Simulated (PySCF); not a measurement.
## SMILES C[C@H]1C(=C)[C@H]1COC, C₇H₁₂O

Molfile (atoms numbered from 1):
```
C7H12O
     RDKit          3D

 20 20  0  0  0  0  0  0  0  0999 V2000
   -2.0958   -1.8208   -0.8912 C   0  0  0  0  0  0  0  0  0  0  0  0
   -1.1552   -1.2671   -0.1709 C   0  0  0  0  0  0  0  0  0  0  0  0
    0.2542   -0.8749   -0.0498 C   0  0  1  0  0  0  0  0  0  0  0  0
    0.8785    0.1049   -1.0288 C   0  0  0  0  0  0  0  0  0  0  0  0
    2.2233    0.4042   -0.7282 O   0  0  0  0  0  0  0  0  0  0  0  0
    2.3894    1.1779    0.4328 C   0  0  0  0  0  0  0  0  0  0  0  0
   -0.7736   -0.4895    1.0132 C   0  0  1  0  0  0  0  0  0  0  0  0
   -1.2821    0.9233    1.1891 C   0  0  0  0  0  0  0  0  0  0  0  0
   -1.8832   -2.2869   -1.8401 H   0  0  0  0  0  0  0  0  0  0  0  0
   -3.1219   -1.8438   -0.5608 H   0  0  0  0  0  0  0  0  0  0  0  0
    0.9592   -1.6528    0.2301 H   0  0  0  0  0  0  0  0  0  0  0  0
    0.9099   -0.3481   -2.0249 H   0  0  0  0  0  0  0  0  0  0  0  0
    0.2862    1.0292   -1.0843 H   0  0  0  0  0  0  0  0  0  0  0  0
    3.4590    1.3518    0.5353 H   0  0  0  0  0  0  0  0  0  0  0  0
    1.8715    2.1414    0.3421 H   0  0  0  0  0  0  0  0  0  0  0  0
    2.0197    0.6587    1.3239 H   0  0  0  0  0  0  0  0  0  0  0  0
   -0.6890   -1.0264    1.9537 H   0  0  0  0  0  0  0  0  0  0  0  0
   -0.5477    1.5404    1.7053 H   0  0  0  0  0  0  0  0  0  0  0  0
   -1.5128    1.3787    0.2290 H   0  0  0  0  0  0  0  0  0  0  0  0
   -2.1948    0.9105    1.7826 H   0  0  0  0  0  0  0  0  0  0  0  0
  1  2  2  0
  2  3  1  0
  3  4  1  0
  4  5  1  0
  5  6  1  0
  3  7  1  0
  7  8  1  0
  7  2  1  0
  1  9  1  0
  1 10  1  0
  3 11  1  1
  4 12  1  0
  4 13  1  0
  6 14  1  0
  6 15  1  0
  6 16  1  0
  7 17  1  1
  8 18  1  0
  8 19  1  0
  8 20  1  0
M  END
```

Computed, not measured: PySCF, TDDFT PBE0/def2-SVPD circular dichroism and optical rotation, one conformer, gas phase. Geometry: GFN2-xTB.

The molecule is flexible and this is one conformer; a measurement averages over conformers. States above about 7.3 eV (minus the energy of the highest occupied orbital) lie near or above the ionisation threshold and depend on the basis.

Stereocentres: C3 S, C7 R.

Problem. Give the optical rotatory dispersion at 633, 589.3, 546, 436, 405, 365, 355 nm.

Solution. [α] in deg dm⁻¹ (g/mL)⁻¹:
```csv
λ (nm),origin-invariant length gauge,modified velocity gauge,length gauge (centre of mass),isotropic polarisability (au)
633,-22.1,-26.5,-22.6,90.9
589.3,-25.5,-30.7,-26.1,91.2
546,-29.7,-35.9,-30.3,91.6
436,-44.8,-55.4,-45.9,93.5
405,-49.8,-62.6,-51.2,94.3
365,-54.0,-71.1,-55.9,95.9
355,-53.7,-72.2,-55.8,96.3
```

Problem. And for the mirror image at 589.3 nm?

Solution. +25.5 deg dm⁻¹ (g/mL)⁻¹ (origin-invariant length gauge): the same size and the opposite sign.

Problem. What is the molar rotation [Φ] = [α]·M/100 of the geometry above at 589.3 nm?

Solution. With M = 112.17 g/mol, -28.6 deg cm² dmol⁻¹ (origin-invariant length gauge).

The first excitation lies at 6.08 eV (204 nm) with R = +34.0 × 10⁻⁴⁰ esu² cm² (velocity form).
